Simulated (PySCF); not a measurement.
Two-component Hartree-Fock for Nb(4+) (niobium, charge +4)

Start: [Kr] 4d1; 4d5/2 filled at m_j = +5/2. Calculated with PySCF 2.14 in x2c-TZVPPall-2c (8s9p7d2f1g, 93 functions): generalised Hartree-Fock with the X2C-1e Hamiltonian and a Gaussian nucleus; one run each with spin-orbit coupling (SO) screened by Boettger's factors, then bare. This is a chosen level, not necessarily the ground level.

| spinor shell | electrons | ε, screened SO (eV) | ε, bare SO (eV) | weight of nominal j (bare SO) | rms radius, bare SO (bohr) |
| --- | --- | --- | --- | --- | --- |
| 1s1/2 | 2 | -19133.9 | -19133.8 | 1.000 | 0.0415 |
| 2s1/2 | 2 | -2791.1 | -2791.1 | 1.000 | 0.171 |
| 2p1/2 | 2 | -2557.2 | -2560.8 | 1.000 | 0.149 |
| 2p3/2 | 4 | -2460.2 | -2458.6 | 1.000 | 0.154 |
| 3s1/2 | 2 | -536.98 | -536.99 | 1.000 | 0.471 |
| 3p1/2 | 2 | -447.30 | -447.91 | 1.000 | 0.470 |
| 3d3/2 | 4 | -272.72 | -273.31 | 0.999 | 0.471 |
| 3d5/2 | 6 | -269.91 | -269.54 | 0.999 | 0.475 |
| 4s1/2 | 2 | -117.91 | -117.91 | 1.000 | 1.21 |
| 4p3/2 | 4 | -86.884 | -86.854 | 0.971 | 1.35 |
| 4p1/2 | 2 | -88.777 | -88.863 | 0.942 | 1.32 |
| 4d5/2 | 1 | -49.830 | -49.795 | 1.000 | 1.74 |

Q: Where does 3p3/2 lie, and what is the 3p spin-orbit splitting (bare SO)?

A: At -430.64 eV, 17.264 eV above 3p1/2.

```csv
quantity,screened SO,bare SO
E (hartree),-3814.48641,-3814.53058
M_J,5/2,5/2
⟨J²⟩,8.755,8.755
⟨L²⟩,6.012,6.013
⟨S²⟩,0.758,0.759
```

Each row is a mean over spinors that exchange with the open shell spreads, by up to 4.345 eV (4p3/2).

Breit and QED terms are absent; they matter most for the inner s and p1/2 levels.

Densities and radii are taken from the X2C orbitals without a picture-change correction, which distorts them close to the nucleus.
